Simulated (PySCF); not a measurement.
A structure optimised at PBE-D3(BJ)/def2-SVP, used in a PySCF frequency run:

```xyz
8

O     -1.5201     0.9195     0.3249
Ge    -0.0101     0.0250     0.0317
O     -0.4719    -0.8525    -1.4673
O      1.4585     0.9706    -0.2936
O      0.3976    -1.0436     1.3906
H     -1.2228    -1.4516    -1.2839
H      1.2808     1.6720    -0.9487
H      1.3536    -0.9709     1.5808
```
Charge 0, spin multiplicity 2.

Problem. Write its SMILES and formula.

Solution. [O][Ge]([OH])([OH])[OH], GeH3O4

Problem. What are its rotational constants (standard atomic weights)?

Solution. 3.8096, 3.4321, 3.1855 GHz
